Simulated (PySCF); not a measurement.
**How the method moves the HOMO and LUMO of `CC#[N+][AlH2-][CH2]F`**

C3H7AlFN.
Cartesian coordinates in Å at the PBE0-D3(BJ)/def2-SVP level; atoms count from 1:
```xyz
13
C3H7AlFN angstrom
C      2.9683    0.1158   -0.1233
C      1.5661   -0.1535   -0.3467
N      0.4511   -0.3763   -0.5312
Al    -1.5141   -0.8138   -0.8489
C     -2.3641    0.6918    0.1646
F     -3.7507    0.5482    0.0434
H      3.4342    0.4563   -1.0592
H      3.4702   -0.8011    0.2181
H      3.0818    0.8958    0.6433
H     -1.5701   -2.2644   -0.1707
H     -1.5542   -0.7118   -2.4473
H     -2.1185    0.7001    1.2447
H     -2.0938    1.6957   -0.2178
```

Basis pcSseg-1 throughout (PySCF), one geometry. One conformer (not necessarily the lowest) at the PBE0-D3(BJ)/def2-SVP geometry, without solvent, vibrations or thermal averaging.

Problem. How do the orbital energies, the gap and the dipole change with the method?

Solution. 
```json
{"method": "BLYP", "kind": "GGA", "HOMO (eV)": "-5.10", "LUMO (eV)": "-1.98", "gap (eV)": "3.11", "μ (D)": "9.86", "SCF cycles": "15"}
{"method": "OPBE", "kind": "GGA", "HOMO (eV)": "-5.19", "LUMO (eV)": "-1.99", "gap (eV)": "3.20", "μ (D)": "9.80", "SCF cycles": "16"}
{"method": "PBE", "kind": "GGA", "HOMO (eV)": "-5.22", "LUMO (eV)": "-2.09", "gap (eV)": "3.13", "μ (D)": "9.83", "SCF cycles": "15"}
{"method": "B97-D", "kind": "GGA", "HOMO (eV)": "-5.23", "LUMO (eV)": "-2.06", "gap (eV)": "3.17", "μ (D)": "9.98", "SCF cycles": "15"}
{"method": "BP86", "kind": "GGA", "HOMO (eV)": "-5.33", "LUMO (eV)": "-2.19", "gap (eV)": "3.14", "μ (D)": "9.90", "SCF cycles": "16"}
{"method": "KT2", "kind": "GGA", "HOMO (eV)": "-5.34", "LUMO (eV)": "-2.06", "gap (eV)": "3.28", "μ (D)": "9.85", "SCF cycles": "15"}
{"method": "KT3", "kind": "GGA", "HOMO (eV)": "-5.35", "LUMO (eV)": "-2.07", "gap (eV)": "3.28", "μ (D)": "9.80", "SCF cycles": "16"}
{"method": "LDA", "kind": "LDA", "HOMO (eV)": "-5.35", "LUMO (eV)": "-2.28", "gap (eV)": "3.07", "μ (D)": "9.92", "SCF cycles": "15"}
{"method": "B97-2", "kind": "global hybrid", "HOMO (eV)": "-6.35", "LUMO (eV)": "-1.18", "gap (eV)": "5.17", "μ (D)": "10.34", "SCF cycles": "14"}
{"method": "B3LYP", "kind": "global hybrid", "HOMO (eV)": "-6.37", "LUMO (eV)": "-1.36", "gap (eV)": "5.02", "μ (D)": "10.30", "SCF cycles": "14"}
{"method": "PBE0", "kind": "global hybrid", "HOMO (eV)": "-6.60", "LUMO (eV)": "-1.10", "gap (eV)": "5.51", "μ (D)": "10.36", "SCF cycles": "14"}
{"method": "mPW1PW91", "kind": "global hybrid", "HOMO (eV)": "-6.64", "LUMO (eV)": "-1.13", "gap (eV)": "5.51", "μ (D)": "10.39", "SCF cycles": "14"}
{"method": "BHandHLYP", "kind": "global hybrid", "HOMO (eV)": "-7.92", "LUMO (eV)": "0.03", "gap (eV)": "7.95", "μ (D)": "10.75", "SCF cycles": "14"}
{"method": "CAM-B3LYP", "kind": "range-separated hybrid", "HOMO (eV)": "-7.98", "LUMO (eV)": "0.06", "gap (eV)": "8.03", "μ (D)": "10.54", "SCF cycles": "14"}
{"method": "wB97X-D", "kind": "range-separated hybrid", "HOMO (eV)": "-8.49", "LUMO (eV)": "0.70", "gap (eV)": "9.20", "μ (D)": "10.56", "SCF cycles": "14"}
{"method": "LC-wPBE", "kind": "range-separated hybrid", "HOMO (eV)": "-9.32", "LUMO (eV)": "1.25", "gap (eV)": "10.57", "μ (D)": "10.63", "SCF cycles": "14"}
{"method": "HF", "kind": "Hartree–Fock", "HOMO (eV)": "-9.97", "LUMO (eV)": "2.65", "gap (eV)": "12.62", "μ (D)": "11.27", "SCF cycles": "11"}
```

The HOMO spans 4.87 eV, from BLYP down to HF, and the gap runs from 3.07 eV (LDA) to 12.62 eV (HF). Over the methods BLYP (0 %), OPBE (0 %), PBE (0 %), B97-D (0 %), BP86 (0 %), KT2 (0 %), KT3 (0 %), LDA (0 %), B97-2 (21 %), B3LYP (20 %), PBE0 (25 %), mPW1PW91 (25 %), BHandHLYP (50 %), HF (100 %), a straight line through the gap against the share of exact exchange rises by 0.95 eV for each 10 % (correlation coefficient 1.000). The dipole ranges from 9.80 D (OPBE) to 11.27 D (HF). This basis has no diffuse functions.
